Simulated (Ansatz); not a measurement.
The cluster Cu₄⁻ (the lowest doublet isomer of a short search) was relaxed with r2SCAN-D4 (def2-SVPD) in Ansatz in these states: charge -1 doublet, charge -1 quartet. The geometries follow in no particular order.

A:

```xyz
4

Cu   -0.363   -1.897    0.459
Cu    0.363    1.897   -0.459
Cu   -0.939    0.331    0.626
Cu    0.939   -0.331   -0.627
```

B:

```xyz
4

Cu   -0.076   -1.273   -0.663
Cu   -0.408   -0.148    1.370
Cu   -0.868    0.936   -0.660
Cu    1.352    0.485   -0.047
```

Problem. Judge from the bond lengths which geometry belongs to which state (an estimate).

Solution. A is the charge -1 doublet (Cu1–Cu3 2.307 Å, Cu2–Cu4 2.308 Å, Cu2–Cu3 2.308 Å); B is the charge -1 quartet (Cu1–Cu3 2.347 Å, Cu2–Cu4 2.347 Å, Cu2–Cu3 2.347 Å).

At r2SCAN-D4/def2-SVPD the highest occupied level of the charge -1 doublet lies above zero (up to 0.40 eV). By energy differences its removal costs 1.34 eV (vertical, to the charge 0 singlet, at PBE0-D4/def2-TZVPD). At r2SCAN-D4/def2-SVPD the highest occupied level of the charge -1 quartet lies above zero (up to 0.13 eV). It is a level of α spin, whose loss leaves a triplet; that state wasn't run at this geometry and level. The electron is either unbound and held by the finite basis, or the level is raised by self-interaction error. At PBE0-D4/def2-TZVPD a doublet lies 0.44 eV below the charge -1 quartet. These are the stationary points nearest to one start from a short search; other shapes may lie lower in each state.
